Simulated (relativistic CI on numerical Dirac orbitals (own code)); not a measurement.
## Ligand-field terms of d4

Computed with a parametric ligand-field model of a d^n configuration (Racah B and C, spin-orbit zeta, crystal field), exact diagonalisation.

Field parameters in Wybourne normalisation: Td as Oh with Dq negative (B⁴₀ = 21Dq, B⁴₄ = √(5/14) B⁴₀). The field is a parameter set, without covalency.

Task: Ground term and bands for B = 870, C = 3750, ζ = 0 cm⁻¹, Td, 10Dq = -4000 cm⁻¹?

Result: Ground term 5T2 with 2.00 electrons in the two orbitals of the cubic e set. Spin-allowed: 5E 4000 cm⁻¹ (2500 nm). Lowest spin-forbidden: 3T1 16254 cm⁻¹ (615 nm), 3T2 17945 cm⁻¹ (557 nm), 3T1 19407 cm⁻¹ (515 nm).

Task: Ground term and bands for B = 870, C = 3750, ζ = 0 cm⁻¹, Td, 10Dq = -9480 cm⁻¹?

Result: Ground term 5T2 with 2.00 electrons in the two orbitals of the cubic e set. Spin-allowed: 5E 9480 cm⁻¹ (1055 nm). Lowest spin-forbidden: 3T1 11471 cm⁻¹ (872 nm), 1A1 12064 cm⁻¹ (829 nm), 3T2 15041 cm⁻¹ (665 nm).

Task: Ground term and bands for B = 870, C = 3750, ζ = 0 cm⁻¹, Td, 10Dq = -6350 cm⁻¹?

Result: Ground term 5T2 with 2.00 electrons in the two orbitals of the cubic e set. Spin-allowed: 5E 6350 cm⁻¹ (1575 nm). Lowest spin-forbidden: 3T1 14272 cm⁻¹ (701 nm), 3T2 16923 cm⁻¹ (591 nm), 1A1 17856 cm⁻¹ (560 nm).

Task: Ground term and bands for B = 870, C = 3750, ζ = 0 cm⁻¹, Td, 10Dq = -4780 cm⁻¹?

Result: Ground term 5T2 with 2.00 electrons in the two orbitals of the cubic e set. Spin-allowed: 5E 4780 cm⁻¹ (2092 nm). Lowest spin-forbidden: 3T1 15615 cm⁻¹ (640 nm), 3T2 17652 cm⁻¹ (567 nm), 3T1 19409 cm⁻¹ (515 nm).

Task: Ground term and bands for B = 870, C = 3750, ζ = 0 cm⁻¹, Td, 10Dq = -8700 cm⁻¹?

Result: Ground term 5T2 with 2.00 electrons in the two orbitals of the cubic e set. Spin-allowed: 5E 8700 cm⁻¹ (1149 nm). Lowest spin-forbidden: 3T1 12179 cm⁻¹ (821 nm), 1A1 13521 cm⁻¹ (740 nm), 3T2 15552 cm⁻¹ (643 nm).
